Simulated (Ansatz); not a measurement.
Reaction (isomerisation): `CSB[SiH2]O` → `BS[SiH2]OC`

Program: Ansatz. Geometries: PBE0-D4/def2-TZVP. ΔE: electronic, gas phase. CCSD(T)/CBS is the MP2 limit (def2-TZVPP, def2-QZVPP) plus CCSD(T) − MP2 in def2-TZVPP, frozen cores. DFT in def2-TZVPP. One conformer a species, not always the lowest.

`CSB[SiH2]O`:

```xyz
12

C    -2.461    0.648    0.467
S    -0.660    0.801    0.563
B     0.026   -0.575   -0.267
Si    2.027   -0.681   -0.395
O     2.819    0.551    0.378
H    -2.869    0.664    1.478
H    -2.725   -0.284   -0.028
H    -2.861    1.494   -0.091
H    -0.700   -1.396   -0.748
H     2.536   -1.930    0.231
H     2.396   -0.726   -1.843
H     2.472    1.435    0.254
```

`BS[SiH2]OC`:

Z-matrix (Å, degrees):
```
Si
S 1 2.156
O 1 1.633 2 112.1
H 1 1.476 2 110.1 3 118.1
H 1 1.487 2 104.9 3 -120.5
B 2 1.779 1 99.2 3 -71.1
C 3 1.411 1 123.9 2 -61.0
H 6 1.192 2 117.0 1 178.2
H 6 1.193 2 121.2 1 -2.1
H 7 1.095 3 111.1 1 65.9
H 7 1.096 3 111.4 1 -55.5
H 7 1.091 3 108.0 1 -174.8
```

CCSD(T)/CBS gives -25.6 kJ/mol.

**Question.** Another level gave -30.1 kJ/mol. Which?
A. PBE-D4/def2-TZVPP
B. r2SCAN0/def2-TZVPP
C. PBE0-D4/def2-TZVPP
D. RPA@PBE/def2-TZVPP

**Answer.** D. RPA@PBE/def2-TZVPP -30.1, PBE0-D4 -20.1, r2SCAN0 -25.1, PBE-D4 -14.5 kJ/mol.

**Question.** What do rigid-rotor, harmonic-oscillator terms from PBE0-D4/def2-TZVP frequencies (298.15 K, 1 bar) make of the CCSD(T)/CBS value? (Estimate.)

**Answer.** The calculation gave: ΔZPE = +1.0 kJ/mol, ΔH = -25.7 kJ/mol, ΔS = -8 J/(mol·K), ΔG = -23.3 kJ/mol. Modes under 50 cm⁻¹ make the entropy rough.

Largest T1 diagnostic among the species: 0.014.

In def2-TZVPP, CCSD(T) changes the Hartree–Fock value by +20.7 kJ/mol (the triples alone add +2.3 kJ/mol) and MP2 by +17.8 kJ/mol. From PBE to PBE0 (25 % exact exchange), in def2-TZVPP and without D4, ΔE moves by −5.7 kJ/mol. At CCSD(T), def2-SVP lies −12.0 kJ/mol from the extrapolated value and def2-TZVPP −1.5 kJ/mol.

CCSD(T)/CBS has its own doubt, a few kJ/mol and more with outer-core shells, so smaller differences from it don't rank the levels.
